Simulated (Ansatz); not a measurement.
Consider the cleavage of the B–Si bond: `[AlH2][B]([SiH3])[SiH3]` + silanol → `[AlH2][B]([SiH3])O[SiH3]` + SiH₄.

Program: Ansatz. Geometries: PBE0-D4/def2-TZVP. ΔE: electronic, gas phase. CCSD(T)/CBS is the MP2 limit (def2-TZVPP, def2-QZVPP) plus CCSD(T) − MP2 in def2-TZVPP, frozen cores. This one scheme is used for every species. Functionals use def2-TZVPP. B3LYP here is the variant with VWN-RPA as its local correlation; programs differ in this. Each species was taken in one conformer, which may not be the lowest.

(1) Is it downhill or uphill in electronic energy at CCSD(T)/CBS, and by how much? (An estimate is asked.)

(2) What do these levels give: r2SCAN-D4, PBE0-D4, B2PLYP, PBE, r2SCAN, PBE0, B3LYP, HF/def2-QZVPP, MP2/def2-QZVPP, SCS-MP2/def2-QZVPP, HF/CBS(def2), MP2/CBS(def2)? (Estimate.)

Largest T1 diagnostic among the species: 0.015.

Answers

(1) Computed: Downhill: ΔE = -114.1 kJ/mol.

(2) Computed: r2SCAN-D4 -112.0, PBE0-D4 -110.1, B2PLYP -119.7, PBE -109.0, r2SCAN -111.5, PBE0 -108.8, B3LYP -117.4, HF/def2-QZVPP -117.0, MP2/def2-QZVPP -118.3, SCS-MP2/def2-QZVPP -119.9, HF/CBS(def2) -117.1, MP2/CBS(def2) -116.5 kJ/mol.
